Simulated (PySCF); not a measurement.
## Peak assignment

Structure with atom numbers: `[CH3:1][Si@H:2]([O:3][CH:4]=[O:5])[C:6]([CH3:7])([CH3:8])[CH3:9]` (H(Xn): hydrogen on atom n).

Computational details: structure optimised with GFN2-xTB, σ from GIAO-PBE0/pcSseg-1, in PySCF 2.14 (one computed conformer, non-relativistic Hamiltonian, gas phase, equivalent nuclei averaged).

Shifts are taken against calculated references (same method and geometry level): $^{13}$C (186.93 ppm) and $^{1}$H (31.72 ppm) against TMS.

**Question.** Assign these signals to the numbered atoms. $^{13}$C{$^{1}$H} NMR (computed): δ 165.9, 27.3, 21.2, -5.8.

**Answer.** 
| δ (ppm) | atoms | environment | reason |
| --- | --- | --- | --- |
| 165.9 | C4 | carbonyl carbon | – |
| 27.3 | C7/C8/C9 | methyl carbon | saturated and bonded to C and H only |
| 21.2 | C6 | fully substituted sp3 carbon bonded to Si | – |
| -5.8 | C1 | methyl carbon bonded to Si | an electropositive neighbour leaves it electron-rich and shielded |

**Question.** Assign these signals to the numbered atoms. $^{1}$H NMR (400 MHz, computed): δ 8.13 (s, 1H), 5.09 (q, 1H), 1.03 (s, 9H), 0.40 (d, 3H).

**Answer.** 
8.13 → H(C4), hydrogen on a carbonyl carbon
5.09 → H(Si2), hydrogen on a silicon bonded to 2 C, O
1.03 → H(C7)/H(C8)/H(C9), hydrogen on a methyl carbon
0.40 → H(C1), hydrogen on a methyl carbon bonded to Si: an electropositive neighbour shields it, as in TMS itself

Shifts are as computed. Against solution values, carbons near 30 ppm lie about +3 ppm off and those near 130 ppm about +5 ppm. Of 1309 compounds with measured shifts, 239 miss one by over three times the rms of a fit or turn the order of signals round; such compounds aren't used in these exercises. No couplings were computed; multiplicities are counted from neighbouring protons, with m where these are inequivalent, close in shift, in a saturated or five-membered ring or joined by F or P, and br s for small geminal =CH2 splittings.
